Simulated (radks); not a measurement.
Results of a calculation; reference values are marked as such.
Problem. Dipole-allowed excitations along the series with 80 electrons in [Hg]. Level of theory: scalar-relativistic Kohn-Sham, LDA (Slater exchange, VWN5 correlation), spin-unpolarised, spherical densities, finite nucleus; Fermi nuclear charge, rms radius of each element as measured or else 0.836 A^(1/3) + 0.57 fm (a radial shooting solver on a logarithmic mesh with Libxc functionals). Time-dependent linear response with the Hartree and adiabatic LDA kernel, continuum included through the Sternheimer equations, no spin-orbit coupling, so fine structure and intercombination lines are absent. Lines are the poles of the dipole polarisability below minus the highest occupied eigenvalue, found on a grid refined at the orbital gaps; the lowest seven at most are given, and weak or close lines can be missed. The first line takes the name of the lowest orbital gap if no other gap lies below it; otherwise a line is named after a gap within 0.6 % of it, if that gap stands alone.

species  -e(HOMO) (eV)  lowest orbital gap (eV)  first line (eV)      f  static alpha (bohr^3)
Hg               7.123              6s-6p 5.939    6.511 (6s-6p)  0.971                  33.76
Tl+             16.679              6s-6p 8.239    9.355 (6s-6p)   1.31                  19.33

Estimate the first line of Pb2+, its oscillator strength and the static polarisability.

Solution. 11.847 eV (6s-6p), f = 1.45, alpha = 12.95 bohr^3.
